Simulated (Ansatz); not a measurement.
Ideal-gas functions of CH3F3STi, SMILES `C[S][Ti]([F])([F])[F]` at 298.15 K and 1 bar, from an Ansatz frequency run at PBE0-D4/def2-TZVP.

Molar mass 151.96 g/mol, point group Cs (symmetry number 1), electronic degeneracy 1, moments of inertia 185.625, 330.358, 360.39 u Å². Harmonic wavenumbers (cm⁻¹, unscaled): 36, 54, 95, 160, 167, 197, 201, 208, 464, 710, 719, 780, 805, 964, 966, 1346, 1468, 1469, 3067, 3162, 3164.

Use S(trans) = R[1.5 ln M + 2.5 ln T − 1.1517]; rotational temperatures θ = 24.2544 K / I; S(rot) = R[ln(√π/σ · √(T³/θAθBθC)) + 1.5]; for each mode x = 1.438777 ν̃/T, S = R[x/(eˣ − 1) − ln(1 − e⁻ˣ)] and H = RT x/(eˣ − 1); 1 cm⁻¹ = 0.0119627 kJ/mol; R = 8.31446 J/(mol·K).

Task: By hand: the entropy, in J/(mol·K).

Result: Translation 171.5. Rotation: θ = 0.1307, 0.0734, 0.0673 K, giving 118.8. Vibration, mode by mode: 22.88, 19.52, 14.87, 10.67, 10.33, 9.04, 8.89, 8.62, 3.16, 1.23, 1.19, 0.94, 0.85, 0.45, 0.45, 0.09, 0.06, 0.06, 0.00, 0.00, 0.00, in all 113.3. Electronic 0.0. Sum 403.6 J/(mol·K).

Task: By hand: H − E and G − E in kJ/mol, counted from the electronic energy.

Result: Zero-point energy ½ × 20202 × 0.0119627 = 120.8; thermal vibration 16.0; translation, rotation and pV give 4 RT = 9.9. H − E = 146.7 kJ/mol, and G − E = 146.7 − 298.15 × 403.6/1000 = 26.4 kJ/mol.

Vibration gives 28 % of the entropy, 57.3 J/(mol·K) of it from the modes under 150 cm⁻¹: soft modes count most, and the harmonic formula is weakest for them. The sum counts one conformer and one mirror image; others add a mixing term.
